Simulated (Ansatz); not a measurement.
`[NH2][AlH][Cl]` + `F[SiH3]` → `F[SiH2][AlH][Cl]` + NH₃  (formal exchange of groups at the Al–N bond)

Program: Ansatz. Geometries: PBE0-D4/def2-TZVP. ΔE: electronic, gas phase. CCSD(T)/CBS is the MP2 limit (def2-TZVPP, def2-QZVPP) plus CCSD(T) − MP2 in def2-TZVPP, frozen cores. This one scheme is used for every species. Functionals use def2-TZVPP. HSE06 is defined as in plane-wave codes. One conformer a species, not always the lowest.

`[NH2][AlH][Cl]`:

Z-matrix (Å, degrees):
```
N
Al 1 1.756
H 1 1.007 2 125.0
H 1 1.007 2 124.3 3 180.0
Cl 2 2.098 1 117.5 3 0.0
H 2 1.570 1 121.9 3 -180.0
```

`F[SiH3]`:

Z-matrix (Å, degrees):
```
Si
F 1 1.600
H 1 1.482 2 108.3
H 1 1.482 2 108.3 3 -120.0
H 1 1.482 2 108.3 3 120.0
```

`F[SiH2][AlH][Cl]`:

Z-matrix (Å, degrees):
```
Si
Al 1 2.462
F 1 1.608 2 110.8
H 1 1.490 2 111.8 3 119.9
H 1 1.490 2 111.8 3 -119.9
Cl 2 2.098 1 118.0 3 0.1
H 2 1.581 1 124.5 3 -179.9
```

NH₃:

Cartesian coordinates in Å:
```
N 0.252 -0.043 -0.120
H -0.010 0.935 -0.133
H -0.483 -0.553 -0.595
H 0.241 -0.340 0.848
```

CCSD(T)/CBS gives +109.1 kJ/mol.

(1) Another level gave +93.5 kJ/mol. Which?
A. revPBE/def2-TZVPP
B. CAM-B3LYP/def2-TZVPP
C. HSE06-D4/def2-TZVPP
D. RPA@PBE/def2-TZVPP

Largest T1 diagnostic among the species: 0.011.

Results:

(1) C. HSE06-D4 93.5, RPA@PBE/def2-TZVPP 108.4, CAM-B3LYP 115.9, revPBE 87.2 kJ/mol.

Leaving LDA and LC-ωPBE aside and taking each functional with its dispersion term where it has one, the values, not all of them listed here, spread over 26.0 kJ/mol, from PBE-D4 to B2PLYP. LDA lies +7.0 kJ/mol from PBE without D4. From PBE to PBE0 (25 % exact exchange), in def2-TZVPP and without D4, ΔE moves by +5.5 kJ/mol. At CCSD(T), def2-SVP lies +6.9 kJ/mol from the extrapolated value and def2-TZVPP +1.3 kJ/mol.
